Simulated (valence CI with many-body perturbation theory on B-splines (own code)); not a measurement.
The numbers below are computed, except where a source is named.
**Hyperfine factors and g values of Ag XXVII**

Method: valence CI with perturbative core correlation (CI+MBPT): three valence electrons over a frozen Dirac-Fock core [Ar], a basis of 7 s, 7 p, 8 d, 6 f, 4 g, 1 h functions for each j, with the one-electron correlation potential Σ1, the two-electron term Σ2, the three-electron term Σ3, Breit, model QED; selected CI, second order for the rest, scaled by the run's own slope (own B-spline code, finite nucleus).

The last digits are not significant, and no measured levels were compared; by estimate large intervals hold to a few tenths of a per cent, small ones and those within an open d or f shell to about a per cent. Only levels of the ground parity were solved; by the run's estimate the other parity begins above the list, which can be wrong where configurations are misplaced.

A/g_I is the dipole constant over the nuclear g factor μ/I (μ in nuclear magnetons, uniformly magnetised nucleus), B/Q the quadrupole constant per barn. Both hold the static response of the core; the bare values leave it out. Large factors of s and p1/2 electrons are usually good to 5 to 10 %; those of open d and f shells near neutrality can be off by tens of per cent, and small factors of p3/2, d and f electrons come from cancelling terms and can be off by a factor of two or in sign, in half-filled shells by more. B is blank for J = 1/2, where it vanishes, and for nearly pure S terms. Energies count from the lowest level.

Names give the largest LS component (configuration and term), which can be under half, so a name can repeat, a term be missing and a line seem to break the LS rules; names also repeat where a configuration has a term twice. Letters in brackets count levels of one name in rising energy.

| Level | E (cm⁻¹) | g | A/g_I (MHz) | A/g_I bare | B/Q (MHz/b) | B/Q bare |
| --- | --- | --- | --- | --- | --- | --- |
| 3d³ ⁴F_3/2 | 0 | 0.497 | 19100 | 18700 | -6480 | -6630 |
| 3d³ ⁴F_5/2 | 36321 | 1.035 | 10800 | 10800 | -4530 | -4640 |
| 3d³ ⁴F_7/2 | 62856 | 1.179 | 9660 | 9810 | -2940 | -3010 |
| 3d³ ⁴F_9/2 | 78532 | 1.199 | 10500 | 10600 | 1640 | 1670 |
| 3d³ ⁴P_3/2 | 79581 | 1.369 | 8800 | 9090 | -6240 | -6390 |
| 3d³ ⁴P_1/2 | 92641 | 2.086 | -9490 | -8570 |  |  |
| 3d³ ²G_7/2 | 124560 | 0.953 | 11400 | 11400 | 5160 | 5280 |
| 3d³ ²H_9/2 | 130480 | 1.076 | 10200 | 10300 | 10600 | 10900 |
| 3d³ ⁴P_5/2 | 135260 | 1.542 | 3160 | 3610 | 10100 | 10400 |
| 3d³ ²D_3/2 [a] | 152490 | 1.173 | 10100 | 10300 | -10900 | -11200 |
| 3d³ ²P_1/2 | 162130 | 1.243 | -1450 | -1180 |  |  |
| 3d³ ²H_11/2 | 173300 | 1.087 | 10500 | 10600 | 23600 | 24200 |
| 3d³ ²D_5/2 [a] | 186240 | 1.208 | 9290 | 9480 | -4730 | -4850 |
| 3d³ ²G_9/2 | 202050 | 1.068 | 8560 | 8650 | 7630 | 7810 |
| 3d³ ²F_5/2 | 216380 | 0.922 | 9140 | 9130 | 15400 | 15700 |
| 3d³ ²F_7/2 | 220190 | 1.127 | 10400 | 10500 | 5970 | 6120 |
| 3d³ ²P_3/2 | 222970 | 1.202 | 8900 | 9080 | 2070 | 2110 |
| 3d³ ²D_3/2 [b] | 321430 | 0.806 | 16300 | 16200 | 13600 | 13900 |
| 3d³ ²D_5/2 [b] | 326850 | 1.162 | 8070 | 8230 | 8660 | 8860 |

Question: Take the isotope of mass number 107, with I = 1/2, μ = -0.11352 μN. What is the hyperfine structure of 3d³ ⁴P_1/2?

Answer: From the table A = 2150 MHz. Shifts from the centre of gravity in MHz: F = 0: -1610, F = 1: 538.
